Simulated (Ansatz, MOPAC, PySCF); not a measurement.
Noncovalent pair: H2O (SMILES O) (first 3 atoms) with CH2O (SMILES C=O); geometry from B3LYP-D3(BJ)/def2-TZVP, rigid monomers moved along the line of their centres of mass till O1···C4 is 2.54 Å.
(charge 0, multiplicity 1):
```xyz
7

O     -0.1503     0.4376    -0.1146
H      0.4921     0.1685    -0.7793
H     -0.5236    -0.3821     0.2299
C      0.0046     0.6072     2.4188
O     -0.3993    -0.5134     2.5795
H      1.0841     0.8471     2.4200
H     -0.6775     1.4627     2.2674
```

Counterpoise-corrected where a basis set is named; no monomer relaxation.

Rows in 6-31G* carry no dispersion term and start afresh at each structure (6-31G* with six Cartesian d functions). The state that PM7 reach isn't checked; PM7 holds dispersion and hydrogen-bond terms.

The values were computed with Ansatz (a program for electronic structure); MOPAC for PM7 (differences of heats of formation); PySCF for 6-31G* rows, the dispersion terms. 

**Question.** One of these levels gives -4.8 kJ/mol for the interaction energy. Name it.
(A) PBE-D3(BJ)/def2-TZVPPD
(B) B3LYP/6-31G*
(C) PM7
(D) r2SCAN/def2-TZVPPD

**Answer.** B, B3LYP/6-31G*. The others give -16.0 (PM7), -9.7 (PBE-D3(BJ)/def2-TZVPPD), -11.2 (r2SCAN/def2-TZVPPD)
